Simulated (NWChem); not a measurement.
**Correlation energy of isocyanic acid (CHNO)**

```xyz
4

N      1.1600    -0.0732     0.0000
C     -0.0468     0.0195     0.0000
O     -1.2104    -0.0341     0.0000
H      1.8440     0.6681     0.0000
```
Charge 0, spin multiplicity 1.

All runs are NWChem calculations. The geometry was optimised at PBE0/def2-SVP, a minimum by its harmonic frequencies.

Basis set: STO-3G. Each correlation energy counts from its own Hartree-Fock reference.

The correlated methods keep 3 core orbitals frozen. Coupled-cluster values serve here as a point of comparison, not as the truth.

| method | correlation energy (mHa) |
|---|---|
| MP2 | (withheld) |
| SCS-MP2 | (withheld) |
| CR-CCSD[T] | (withheld) |
| CR-CCSD(T) | -212.5 |
| CCSD | -198.8 |
| CCSD+T(CCSD) | -218.8 |
| CCSD(T) | -215.7 |
| CCSDT | (withheld) |

Q: What belongs in the gaps?

A: 
- MP2, correlation energy (mHa): -196.6
- SCS-MP2, correlation energy (mHa): -192.6
- CR-CCSD[T], correlation energy (mHa): -214.9
- CCSDT, correlation energy (mHa): -216.2
